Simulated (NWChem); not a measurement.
System: SiNH₃ClF; SMILES N[Si@H](F)Cl

```xyz
7

N      1.4321    -1.0869    -0.0817
Si    -0.0566    -0.4146     0.3770
F     -1.3151    -0.9122    -0.5168
Cl     0.0476     1.6158     0.0865
H      1.9396    -0.7633    -0.8967
H      1.7003    -2.0233     0.1970
H     -0.3761    -0.7585     1.7774
```
Atoms are numbered in this order, from 1.

The geometry was optimised at PBE0/def2-SVP.

Q: Give the principal values of the shielding tensors (ppm) of N1, Si2, F3, Cl4 from B3LYP/6-31G* (spherical d), GIAO (NWChem), with their diamagnetic and paramagnetic parts as GIAO splits them.

A: 
| atom | σ11 | σ22 | σ33 | isotropic | diamagnetic | paramagnetic |
|---|---|---|---|---|---|---|
| N1 | 202.1 | 213.6 | 261.1 | 225.6 | 321.9 | -96.3 |
| Si2 | 405.8 | 424.0 | 440.3 | 423.4 | 881.2 | -457.9 |
| F3 | 235.1 | 277.8 | 353.0 | 288.6 | 472.3 | -183.6 |
| Cl4 | 804.2 | 898.6 | 1055.8 | 919.5 | 1148.3 | -228.8 |
